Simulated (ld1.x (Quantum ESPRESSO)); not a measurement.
Ranking TM semilocal potentials for Nb

All share these settings but for the change named:

```json
{"Element": "niobium (Nb)", "Generator": "ld1.x (Quantum ESPRESSO) 7.5", "Type": "norm-conserving Troullier–Martins (semilocal form)", "Functional": "PBEsol", "Relativity": "scalar-relativistic", "Frozen core": "[Ar] 3d10", "Valence charge": "13", "Reference configuration": "4s2 4p6 4d2 5s0 5p0 (charge +3)", "Partial waves": "4s (bound): rc 1.65 bohr; 4p (bound): rc 2.20 bohr; 4d (bound): rc 1.55 bohr", "Local potential": "the d channel", "Core correction": "Bessel-smoothed model core, default radius (core density twice the valence density)"}
```

Cutoff: the first of the cutoffs (Ry, on a coarse ladder) from which the occupation-weighted sum of valence levels, in a spherical-Bessel basis at the reference potential, stays within 10 and 1 mRy of its value at 400 Ry; the density cutoff is not measured.

The base gives 50 Ry.

Of 7 variants that were run, those that failed, showed a ghost or another fault, or gave nearly equal values are left out.

A variant can come out equal or close to the base.

**Question.** Rank these variants from softest to hardest (loose cutoff).
A. wave 4d (bound): rc 1.55 bohr becomes 4d (bound): rc 1.22 bohr
B. all radii but the core radius scaled by about 0.97 (s 1.60, p 2.12, d 1.50 bohr)
C. wave 4s (bound): rc 1.65 bohr becomes 4s (bound): rc 1.32 bohr

**Answer.** B (55 Ry), A (70 Ry), C (80 Ry).
